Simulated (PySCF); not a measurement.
In(H)(OH)(OEt) (C2H7InO2), SMILES CC[O][InH][OH].

The structure is a stationary point at r2SCAN-D4/def2-SVP. The structure was generated by enumeration; whether it is a known compound was not checked. The def2 effective core potentials stand for the cores of In; spin–orbit coupling is left out. One conformer was computed; it need not be the lowest.

All values below come from PySCF 2.14.0 with r2SCAN-D4/def2-SVP.

Frequencies are harmonic and unscaled.

Computed normal modes with their intensities:
```json
[
 {"mode": "1", "ν (cm⁻¹)": "53", "IR (km/mol)": "2.0", "moving atoms (share of kinetic energy)": "H 36 %, C 33 %, O 29 %"},
 {"mode": "2", "ν (cm⁻¹)": "88", "IR (km/mol)": "13.7", "moving atoms (share of kinetic energy)": "O 47 %, C 20 %, H 20 %, In 12 %"},
 {"mode": "3", "ν (cm⁻¹)": "112", "IR (km/mol)": "3.6", "moving atoms (share of kinetic energy)": "O 50 %, C 32 %, H 17 %"},
 {"mode": "4", "ν (cm⁻¹)": "185", "IR (km/mol)": "12.9", "moving atoms (share of kinetic energy)": "O 36 %, H 28 %, C 20 %, In 16 %"},
 {"mode": "5", "ν (cm⁻¹)": "296", "IR (km/mol)": "66.7", "moving atoms (share of kinetic energy)": "H 94 %"},
 {"mode": "6", "ν (cm⁻¹)": "310", "IR (km/mol)": "3.3", "moving atoms (share of kinetic energy)": "H 85 %"},
 {"mode": "7", "ν (cm⁻¹)": "386", "IR (km/mol)": "54.8", "moving atoms (share of kinetic energy)": "H 92 %"},
 {"mode": "8", "ν (cm⁻¹)": "410", "IR (km/mol)": "94.9", "moving atoms (share of kinetic energy)": "H 81 %, O 9 %"},
 {"mode": "9", "ν (cm⁻¹)": "461", "IR (km/mol)": "35.6", "moving atoms (share of kinetic energy)": "H 43 %, C 29 %, O 27 %"},
 {"mode": "10", "ν (cm⁻¹)": "533", "IR (km/mol)": "28.8", "moving atoms (share of kinetic energy)": "O 71 %, In 12 %, C 10 %"},
 {"mode": "11", "ν (cm⁻¹)": "591", "IR (km/mol)": "39.9", "moving atoms (share of kinetic energy)": "O 84 %, In 12 %"},
 {"mode": "12", "ν (cm⁻¹)": "770", "IR (km/mol)": "78.6", "moving atoms (share of kinetic energy)": "H 93 %"},
 {"mode": "13", "ν (cm⁻¹)": "808", "IR (km/mol)": "4.3", "moving atoms (share of kinetic energy)": "H 91 %"},
 {"mode": "14", "ν (cm⁻¹)": "906", "IR (km/mol)": "18.8", "moving atoms (share of kinetic energy)": "H 46 %, C 36 %, O 17 %"},
 {"mode": "15", "ν (cm⁻¹)": "1093", "IR (km/mol)": "57.5", "moving atoms (share of kinetic energy)": "C 59 %, H 30 %, O 11 %"},
 {"mode": "16", "ν (cm⁻¹)": "1130", "IR (km/mol)": "143.0", "moving atoms (share of kinetic energy)": "C 48 %, O 27 %, H 25 %"},
 {"mode": "17", "ν (cm⁻¹)": "1167", "IR (km/mol)": "3.4", "moving atoms (share of kinetic energy)": "H 59 %, C 37 %"},
 {"mode": "18", "ν (cm⁻¹)": "1298", "IR (km/mol)": "0.3", "moving atoms (share of kinetic energy)": "H 91 %"},
 {"mode": "19", "ν (cm⁻¹)": "1360", "IR (km/mol)": "13.5", "moving atoms (share of kinetic energy)": "H 81 %, C 19 %"},
 {"mode": "20", "ν (cm⁻¹)": "1393", "IR (km/mol)": "54.2", "moving atoms (share of kinetic energy)": "H 74 %, C 25 %"},
 {"mode": "21", "ν (cm⁻¹)": "1458", "IR (km/mol)": "5.6", "moving atoms (share of kinetic energy)": "H 97 %"},
 {"mode": "22", "ν (cm⁻¹)": "1471", "IR (km/mol)": "2.9", "moving atoms (share of kinetic energy)": "H 96 %"},
 {"mode": "23", "ν (cm⁻¹)": "1491", "IR (km/mol)": "5.0", "moving atoms (share of kinetic energy)": "H 92 %"},
 {"mode": "24", "ν (cm⁻¹)": "1844", "IR (km/mol)": "126.9", "moving atoms (share of kinetic energy)": "H 99 %"},
 {"mode": "25", "ν (cm⁻¹)": "2965", "IR (km/mol)": "100.4", "moving atoms (share of kinetic energy)": "H 94 %"},
 {"mode": "26", "ν (cm⁻¹)": "3016", "IR (km/mol)": "18.5", "moving atoms (share of kinetic energy)": "H 97 %"},
 {"mode": "27", "ν (cm⁻¹)": "3020", "IR (km/mol)": "46.5", "moving atoms (share of kinetic energy)": "H 91 %, C 9 %"},
 {"mode": "28", "ν (cm⁻¹)": "3118", "IR (km/mol)": "21.3", "moving atoms (share of kinetic energy)": "H 91 %, C 9 %"},
 {"mode": "29", "ν (cm⁻¹)": "3123", "IR (km/mol)": "24.5", "moving atoms (share of kinetic energy)": "H 90 %, C 10 %"},
 {"mode": "30", "ν (cm⁻¹)": "3833", "IR (km/mol)": "41.8", "moving atoms (share of kinetic energy)": "H 94 %"}
]
```
